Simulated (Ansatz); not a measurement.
System: difluorosilane, sum formula SiH2F2, net charge 0, singlet state. SMILES: F[SiH2]F
Geometry: optimised at B3LYP-D3(BJ)/def2-TZVP (Ansatz, a program for electronic structure).

Wanted: vertical ionisation energy (to the doublet state of charge +1; each state is the SCF solution reached for its spin), in eV. Cores are frozen in the correlated levels unless marked. Open shells are spin-unrestricted. Spin-orbit coupling is left out. Non-relativistic. Basis-set limits of correlation are two-point, X^-3; Hartree-Fock from the larger set.

```
level                                         program  vertical ionisation energy (eV)
--------------------------------------------  -------  -------------------------------
r2SCAN/def2-TZVPD                              Ansatz                                ?
B3LYP/def2-TZVPD                               Ansatz                                ?
wB97X-V/def2-TZVPD                             Ansatz                            12.90
CCSD(T)/CBS(aug-cc-pV(T+d)Z,aug-cc-pV(Q+d)Z)   Ansatz                            13.17
```

Question: Fill in the missing entries.

Answer: 
- r2SCAN/def2-TZVPD, vertical ionisation energy (eV): 12.42
- B3LYP/def2-TZVPD, vertical ionisation energy (eV): 12.69
